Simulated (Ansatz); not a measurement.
pyrimidine (C₄H₄N₂), SMILES n1cnccc1.

The structure is a stationary point at PBE0-D3(BJ)/def2-SVP.

Two levels are set side by side: PBE/def2-SVPD (Ansatz, a first-principles code) and CAM-B3LYP/def2-SVPD (Ansatz). Energy differences of separate SCF runs at the same geometry; the states with an electron removed or added have multiplicity 2 and 2. Differences are taken from unrounded values.

```csv
quantity,PBE
vertical ionisation energy (eV),9.20
vertical singlet–triplet gap (eV),3.52
```

Task: These are the PBE values. What does CAM-B3LYP give? (The exact figures need the calculation; the answer reports its results.)

Result: 
| quantity | CAM-B3LYP | PBE minus CAM-B3LYP |
|---|---|---|
| vertical ionisation energy (eV) | 9.88 | -0.68 |
| vertical singlet–triplet gap (eV) | 4.11 | -0.59 |
